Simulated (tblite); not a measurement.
Run record: tight-binding relaxation, `[CH2]C[C@H](C#N)/C=C\C#N` [radical].

Computed with GFN2-xTB geometry optimisation, gas phase (tblite 0.8.0). Start geometry: from a force field or distance geometry. The input is one job of a driver script: a line of settings, then coordinates in Å.

Command:
```bash
OMP_NUM_THREADS=1 python probes_run.py task.json out
```

Input:
```
{"job": {"kind": "relax", "xc": "GFN2-xTB", "basis": "xTB"}, "charge": 0, "multiplicity": 2}
C     -1.698800     0.755100     0.928100
C     -1.477400    -0.423600     0.034800
C     -0.095900    -0.418800    -0.666200
C     -0.036900    -1.537700    -1.630600
N      0.015300    -2.442500    -2.351500
C      1.038200    -0.537500     0.317300
C      1.980900     0.391900     0.584800
C      2.038700     1.676700    -0.016400
N      2.057100     2.712700    -0.522800
H     -2.357600     0.661100     1.799900
H     -1.435200     1.754700     0.602300
H     -2.282800    -0.459200    -0.697600
H     -1.582000    -1.338100     0.658200
H     -0.017600     0.512500    -1.250300
H      1.097200    -1.472400     0.865400
H      2.749200     0.174000     1.333200
```

Output:
```
step      E/eV     max force
  0    -658.53585    2.038
  1    -658.52370    4.980
  2    -658.60513    0.778
  3    -658.61751    0.636
  4    -658.62692    0.789
  5    -658.63782    0.665
  6    -658.64493    0.180
  7    -658.64879    0.182
  8    -658.65288    0.268
  9    -658.65559    0.215
... (129 lines left out)
139    -658.71088    0.103
140    -658.71158    0.085
141    -658.71245    0.065
142    -658.71315    0.079
143    -658.71337    0.065
144    -658.71341    0.070
145    -658.71363    0.064
146    -658.71368    0.016
147    -658.71371    0.010
148    -658.71374    0.008
```

«max force» is the largest atomic force in eV/Å.

Question: From which step on does the largest force stay under 0.1 eV/Å, and how much energy is left to gain from there?

Answer: From step 140 (0.085 eV/Å), 2.2 meV above the end.

Main results: energy lowered by 4.1 kcal/mol over 148 steps; largest atomic force 0.008 eV/Å at the end.

Question: Where do the atoms end?

Answer: 0.493 Å rms from the input after alignment:
```
atom  x, y, z in Å
C1    -1.4231    0.9421    0.7282
C2    -1.3893   -0.3306    0.0201
C3    -0.0173   -0.5319   -0.7637
C4    -0.1459   -1.6917   -1.6070
N5    -0.2642   -2.6251   -2.2566
C6     1.0999   -0.6988    0.2096
C7     1.7571    0.3407    0.7322
C8     1.4991    1.6707    0.3524
N9     1.3215    2.7604    0.0363
H10   -1.1692    1.0061    1.7684
H11   -1.5936    1.8559    0.1925
H12   -2.1696   -0.3726   -0.7449
H13   -1.5036   -1.1770    0.6998
H14    0.1367    0.3557   -1.3878
H15    1.3218   -1.7057    0.5343
H16    2.5321    0.2107    1.4750
```

On one thread, Arm Neoverse V1 (aarch64), shared host with 32 logical CPUs at a one-minute load of 25, this took 0.95 s wall.
Labels such as C1 count atoms from 1, the log's own numbers from 0.
